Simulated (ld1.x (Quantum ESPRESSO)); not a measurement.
Results of a calculation; reference values are marked as such.
**Potentials for Si compared**

Generated with ld1.x 7.5 (TM, RRKJ, ultrasoft, PAW), atompaw 4.2 or ONCVPSP 4.0.1. The cutoff is in Ry: for ld1.x and atompaw files where the sum of valence levels is converged to 10 mRy in a Bessel basis, for ONCV files where the hardest occupied wave has 1 mHa per electron of residual kinetic energy. The error is the largest all-electron minus pseudo excitation energy over each file’s own four to seven test configurations (ionisations up to +4, promotions, holes and added fractions of an electron), all of which were solved. The labels leave out finer settings (local radius, basis sizes, second energies), which also bear on the numbers. Spin-polarised tests are not counted. The rows are a selection from randomly drawn settings: files with unsolved tests, undetermined cutoffs or missed reference levels are left out.

| potential | cutoff (Ry) | largest error (meV) | bound ghosts |
| --- | --- | --- | --- |
| TM, PBE, non-relativistic, rc 1.50/2.34/2.52 (spd), local smoothed, core correction yes, reference 3s2 3p2 | 15 | +63 | none |
| PAW, PW91, scalar-relativistic, rc 1.95/2.20/1.90 (spd), local smoothed, core correction yes, reference 3s2 3p2 | 8 | -60 | none |
| ultrasoft, LDA (PZ), scalar-relativistic, rc 1.75/2.20 (sp), local smoothed, core correction no, reference 3s1 3p3 | 10 | +18 | none |
| ultrasoft, PBE, non-relativistic, rc 1.70/2.50 (sp), local smoothed, core correction no, reference 3s2 3p1 | 10 | +63 | none |
| ultrasoft, PBEsol, scalar-relativistic, rc 1.80/2.00/1.55 (spd), local smoothed, core correction yes, reference 3s2 3p2 | 10 | +12 | none |

Q: Fill in the row for Si: ultrasoft, LDA (PZ), non-relativistic, rc 1.60/1.65 (sp), local smoothed, core correction yes, reference 3s2 3p1.

A: cutoff 12 Ry, largest error -35 meV, bound ghosts: none.

Q: Fill in the row for Si: TM, PBE, non-relativistic, rc 1.80/2.35/2.40 (spd), local d, core correction no, reference 3s2 3p2.

A: cutoff 15 Ry, largest error +88 meV, bound ghosts: none.

Q: Fill in the row for Si: RRKJ, PW91, non-relativistic, rc 1.60/1.65/1.35 (spd), local p, core correction no, reference 3s2 3p2.

A: cutoff 18 Ry, largest error +84 meV, bound ghosts: none.
